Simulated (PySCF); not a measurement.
# One molecule, several mistakes: AlH2NOSi

All numbers below are calculated, not measured. They come from PySCF 2.14.0, an open-source quantum chemistry program, on an isolated molecule that a program drew, which may never have been made. The molecule is AlH2NOSi (charge 0, singlet), drawn as the SMILES string `O[SiH]=[N][Al]`.

Each row is a Hartree-Fock (HF) and frozen-core CCSD(T) single point in the cc-pV(D+d)Z basis, meant for a local HF minimum. Run 1 is clean. Each other run has one planted mistake out of seven kinds, and not every kind appears here: one electron removed, one electron added, multiplicity raised by two, geometry at a saddle point, minimal basis STO-3G, one bond length entered in bohr, all coordinates scaled. The reference is restricted for singlets and unrestricted otherwise, and also for a bond in bohr. Adding or removing an electron swaps singlet and doublet. Electrons count all cores. HOMO and LUMO are orbital energies over both spins, the gradient is its largest component, and the lowest frequency (negative if imaginary) is given only where the gradient is small. Bond lengths are over the 5 bonds as drawn. T1 is the CCSD diagnostic: over 0.02 (restricted) or 0.045 (unrestricted) a single reference is doubtful.

Geometry of the clean run:
```xyz
6
AlH2NOSi, angstrom
O    -1.8514    0.6735   -2.4225
Si   -0.4620    0.6033   -1.5930
N    -0.1932   -0.1530   -0.2541
Al    0.2889   -0.9461    1.2466
H    -2.6017    0.2099   -2.0749
H     0.4711    1.4051   -2.3825
```

```
run,electrons,basis functions,<S^2>,HOMO (eV),LUMO (eV),gradient (hartree/bohr),lowest frequency (cm^-1),mean bond (Å),longest bond (Å),T1,HF (hartree),CCSD(T) (hartree),mistake
1,44,84,0.000,-7.65,1.80,2.3e-05,70,1.4710,1.764,0.0175,-661.39270,-661.92093,no fault
2,44,84,1.560,-8.46,0.73,3.1e-02,-,1.7488,2.950,0.0972,-661.20029,-661.70754,one bond length entered in bohr
3,44,84,0.000,-8.04,1.49,5.2e-02,-,1.5740,1.888,0.0209,-661.36081,-661.90691,all coordinates scaled
4,43,84,0.755,-15.70,-6.05,6.5e-02,-,1.4710,1.764,0.0211,-661.14270,-661.63633,one electron removed
5,44,84,2.009,-5.29,0.45,8.6e-03,-,1.4710,1.764,0.0229,-661.31753,-661.81969,?
```

**Which mistake was planted in run 5, and what did it cost?**

Electrons, basis and geometry are unchanged, and <S^2> is 2.009, beside S(S+1) = 2.00 for a multiplicity of 3. So the mistake is: multiplicity raised by two. Subtracting run 1 and multiplying by 627.51 kcal/mol a hartree, the energy moved by 47.2 kcal/mol in HF and 63.5 kcal/mol in CCSD(T).

Cautions from the logs. Run 2: T1 is over the limit, so its CCSD(T) energy is less reliable; run 3: T1 is over the limit, so its CCSD(T) energy is less reliable.
